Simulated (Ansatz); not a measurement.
Al₃Cl₃⁻. Charge -1, multiplicity 2. Geometry r2SCAN-D4/def2-SVP, that of the neutral singlet; atoms count from 1.

```xyz
6

Al    0.539   -1.120   -1.158
Al   -1.201    0.751   -1.418
Al   -0.035    0.671    0.878
Cl   -2.315    0.197    0.772
Cl    2.475   -1.465   -1.962
Cl    0.538    0.965    2.889
```

The structure comes from a short search, and lower isomers may exist.

Q: Estimate the Mulliken populations from the PBE0/def2-TZVPD orbitals of Ansatz.

A: 
```
atom  charge (e)  spin (α − β)
 Al1        0.00          0.43
 Al2       -0.23          0.52
 Al3        0.29          0.04
 Cl4       -0.31         -0.03
 Cl5       -0.38          0.03
 Cl6       -0.37          0.00
```
Mulliken values depend strongly on the basis. With diffuse functions, as here, like atoms can get unlike values, and bond orders can come out too low or too high.

Q: Where does the spin sit?

A: Summed by element: Al 0.99, Cl 0.01, of 1 unpaired in all. Largest on single atoms: Al2 0.52, Al1 0.43, Al3 0.04.

Q: And the Mayer bond orders between heavy atoms (over 0.3)?

A: Al1–Al2 0.86 (2.57 Å); Al1–Al3 0.78 (2.77 Å); Al1–Cl5 1.03 (2.13 Å); Al2–Al3 0.48 (2.58 Å); Al2–Cl4 0.34 (2.52 Å); Al3–Cl4 0.56 (2.33 Å); Al3–Cl6 0.97 (2.11 Å).
